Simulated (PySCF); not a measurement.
PySCF input (BP86/def2-SVP):

```python
from pyscf import gto, dft

mol = gto.M(
    atom='''
    B    -0.80953461    0.63653466   -1.11672204
    O    -0.53337405    1.96334539   -0.84866230
    H     0.05058248    2.10885329   -0.08732984
    Se    0.21466719   -0.62660416    0.32960015
    H     0.96539856    0.30625160    1.25383317
    ''',
    basis='def2-svp',
    charge=-1,
    spin=0,
    verbose=4,
)

mf = dft.RKS(mol, xc='bp86')
mf.grids.level = 3
mf.conv_tol = 1e-9
mf.max_cycle = 100
mf.max_memory = 1500
mf.kernel()
if not mf.converged:
    mf = mf.newton()
    mf.kernel(mf.make_rdm1())
mf.dip_moment()
```

Output:

```
PySCF version 2.14.0

[INPUT] verbose = 4
[INPUT] num. atoms = 5
[INPUT] num. electrons = 50
[INPUT] charge = -1
[INPUT] spin (= nelec alpha-beta = 2S) = 0
[INPUT] symmetry False subgroup None
[INPUT] Mole.unit = angstrom
[INPUT] Symbol           X                Y                Z      unit          X                Y                Z       unit  Magmom
[INPUT]  1 B     -0.809534610000   0.636534660000  -1.116722040000 AA   -1.529798701257   1.202876176193  -2.110298812866 Bohr   0.0
[INPUT]  2 O     -0.533374050000   1.963345390000  -0.848662300000 AA   -1.007930876450   3.710185075027  -1.603739319243 Bohr   0.0
[INPUT]  3 H      0.050582480000   2.108853290000  -0.087329840000 AA    0.095587033901   3.985155154988  -0.165029480102 Bohr   0.0
[INPUT]  4 Se     0.214667190000  -0.626604160000   0.329600150000 AA    0.405662197030  -1.184110250913   0.622854014116 Bohr   0.0
[INPUT]  5 H      0.965398560000   0.306251600000   1.253833170000 AA    1.824338879449   0.578731649210   2.369401297195 Bohr   0.0

nuclear repulsion = 132.143413446414
number of shells = 30
number of NR pGTOs = 136
number of NR cGTOs = 70
basis = def2-svp
ecp = {}

******** <class 'pyscf.dft.rks.RKS'> ********
method = RKS
initial guess = minao
damping factor = 0
level_shift factor = 0
DIIS = <class 'pyscf.scf.diis.CDIIS'>
diis_start_cycle = 1
diis_space = 8
diis_damp = 0
SCF conv_tol = 1e-09
SCF conv_tol_grad = None
SCF max_cycles = 100
direct_scf = True
direct_scf_tol = 1e-13
XC library pyscf.dft.libxc version 7.1.2
    S. Lehtola, C. Steigemann, M. J. T. Oliveira, and M. A. L. Marques,  SoftwareX 7, 1–5 (2018)
XC functionals = bp86
    A. D. Becke,  Phys. Rev. A 38, 3098 (1988)
    J. P. Perdew,  Phys. Rev. B 33, 8822 (1986)
    J. P. Perdew,  Phys. Rev. B 34, 7406–7406 (1986)
radial grids:
    Treutler-Ahlrichs [JCP 102, 346 (1995); DOI:10.1063/1.469408] (M4) radial grids

becke partition: Becke, JCP 88, 2547 (1988); DOI:10.1063/1.454033
pruning grids: <function nwchem_prune>
grids dens level: 3
symmetrized grids: False
atomic radii adjust function: <function treutler_atomic_radii_adjust>
small_rho_cutoff = 0
Set gradient conv threshold to 3.16228e-05
Initial guess from minao.
tot grids = 68168
init E= -2501.91298833653
  HOMO = -0.199692177881566  LUMO = -0.0865390324107138  gap/eV = 3.07905
cycle= 1 E= -2502.60621793175  delta_E= -0.693  |g|= 0.77  |ddm|= 2.42
  HOMO = 0.140326040425144  LUMO = 0.199739921371293  gap/eV = 1.61673
cycle= 2 E= -2502.03929968762  delta_E= 0.567  |g|= 1.68  |ddm|= 4.13
  HOMO = 0.0771541119014292  LUMO = 0.181921325266825  gap/eV = 2.85086
cycle= 3 E= -2502.71155811953  delta_E= -0.672  |g|= 0.27  |ddm|= 3.66
  HOMO = 0.0774225598725282  LUMO = 0.168780517277446  gap/eV = 2.48598
cycle= 4 E= -2502.73874117116  delta_E= -0.0272  |g|= 0.137  |ddm|= 0.893
  HOMO = 0.0691181437837289  LUMO = 0.170846003847992  gap/eV = 2.76816
cycle= 5 E= -2502.74376522167  delta_E= -0.00502  |g|= 0.0401  |ddm|= 0.253
  HOMO = 0.0749055982115956  LUMO = 0.171928010548287  gap/eV = 2.64011
cycle= 6 E= -2502.74398560644  delta_E= -0.00022  |g|= 0.0217  |ddm|= 0.108
  HOMO = 0.0727783394184027  LUMO = 0.172401623947698  gap/eV = 2.71089
cycle= 7 E= -2502.74417794636  delta_E= -0.000192  |g|= 0.00239  |ddm|= 0.0617
  HOMO = 0.0726999860521782  LUMO = 0.172343617739268  gap/eV = 2.71144
cycle= 8 E= -2502.744179237  delta_E= -1.29e-06  |g|= 0.000756  |ddm|= 0.00369
  HOMO = 0.0727330430331961  LUMO = 0.172359332028371  gap/eV = 2.71097
cycle= 9 E= -2502.74417948355  delta_E= -2.47e-07  |g|= 0.000134  |ddm|= 0.0014
  HOMO = 0.0727166305637934  LUMO = 0.172336839956844  gap/eV = 2.71080
cycle= 10 E= -2502.74417949047  delta_E= -6.92e-09  |g|= 2.65e-05  |ddm|= 0.000373
  HOMO = 0.0727166775081907  LUMO = 0.17234105062839  gap/eV = 2.71092
cycle= 11 E= -2502.74417949075  delta_E= -2.81e-10  |g|= 9.39e-06  |ddm|= 0.000118
  HOMO = 0.0727183104535403  LUMO = 0.172340731669977  gap/eV = 2.71086
Extra cycle  E= -2502.74417949072  delta_E= 3e-11  |g|= 1.27e-05  |ddm|= 7.29e-05
converged SCF energy = -2502.74417949072

WARN: System has nonzero charge -1; the dipole moment is origin-dependent.
Location of origin: [0. 0. 0.]

Dipole moment(X, Y, Z, Debye):  3.04982,  0.34096,  4.00684
```

The dipole moment of an ion depends on the origin.

The geometry given is a B3LYP-D3(BJ)/def2-TZVP minimum.
